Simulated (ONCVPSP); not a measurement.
## Varying the ONCV potential for I (Z = 53)

Base potential:

ONCVPSP 4.0.1 input, shortened (lines: element, Z, core and valence counts, functional; n l f; lmax; l rc ep ncon nbas qcut; lloc lpopt rc5 dvloc0; l nproj debl; icmod fcfact rcfact), PBE, scalar-relativistic:

```
  I 53.00    7    4        4      upf
    1    0    2.00
    2    0    2.00
    2    1    6.00
    3    0    2.00
    3    1    6.00
    3    2   10.00
    4    0    2.00
    4    1    6.00
    4    2   10.00
    5    0    2.00
    5    1    4.00
    2
    0    1.75    0.00    3    6    3.90
    1    1.25    0.00    4    9   10.70
    2    0.95    0.00    5    9    9.50
    4    5    0.65    2.00
    0    2    2.10
    1    2    1.10
    2    1    2.10
    2    0.20    1.15
```

All-electron outer shells of the reference configuration (PBE, scalar-relativistic, ld1.x):

```
shell  level (eV)  outermost node (bohr)  outermost maximum (bohr)
   3d     -615.59                      –                      0.23
   4s     -190.16                   0.37                      0.68
   4p     -137.13                   0.37                      0.72
   4d      -59.81                   0.35                      0.78
   5s      -26.25                   0.88                      1.70
   5p      -15.35                   0.96                      1.97
```

Cutoffs, loose and tight: the cutoffs (Ha) at which the residual kinetic energy of the hardest occupied pseudo-wave falls to 1 and 0.1 mHa per electron. They do not see the model core or the augmentation charge, which bear on the density cutoff. Test errors are all-electron minus pseudo excitation energies from the reference, over the configurations 4p6 4d10 5s2 5p5; 4p6 4d10 5s2 5p3; 4p6 4d10 5s2 5p2; 4p6 4d10 5s2 5p4.5. A dash means not determined; rows that change the core or the reference have their own tests.

A true bound ghost makes a file unfit for plane-wave use even where its test errors are small: the radial tests pick states by their node count and pass the ghost by.

```tsv
change	outcome	cutoff, loose	cutoff, tight	bound ghosts	GHOST(+) flags above zero	largest test error (meV)
base	generated	93 Ha	287 Ha	s	s	-16
p: qcut 7.7	generated	93 Ha	287 Ha	s	s	-16
core [Kr], valence charge 17; reference 4d10 5s2 5p5; waves now 5s: rc 1.75 bohr, ncon 4, nbas 8, qcut 4.4 1/bohr, 3 projectors, debl 0.3 Ha; 5p: rc 1.85 bohr, ncon 4, nbas 7, qcut 5 1/bohr, 2 projectors, debl 0.7 Ha; 4d: rc 1.30 bohr, ncon 3, nbas 7, qcut 11.6 1/bohr, 2 projectors, debl 1.4 Ha; local potential polynomial inside 1.05 bohr (lpopt 5, dvloc0 -1 Ha)	failed: ERROR pspot: first pseudo wave function has node, program will stop	–	–	–	–	–
core correction none	generated	93 Ha	287 Ha	s	s	-15
s: rc 1.56	failed: ERROR pspot: first pseudo wave function has node, program will stop	–	–	–	–	–
local potential polynomial inside 0.65 bohr (lpopt 5, dvloc0 -2 Ha)	generated	93 Ha	287 Ha	s	s, p	-16
s: nbas 8	generated	93 Ha	287 Ha	s	s	-15
```

Problem. What comes out with this change to the base: s: rc 2.2?

Solution. outcome: generated; cutoff, loose: 93 Ha; cutoff, tight: 287 Ha; bound ghosts: s; GHOST(+) flags above zero: s; largest test error (meV): -9.5.
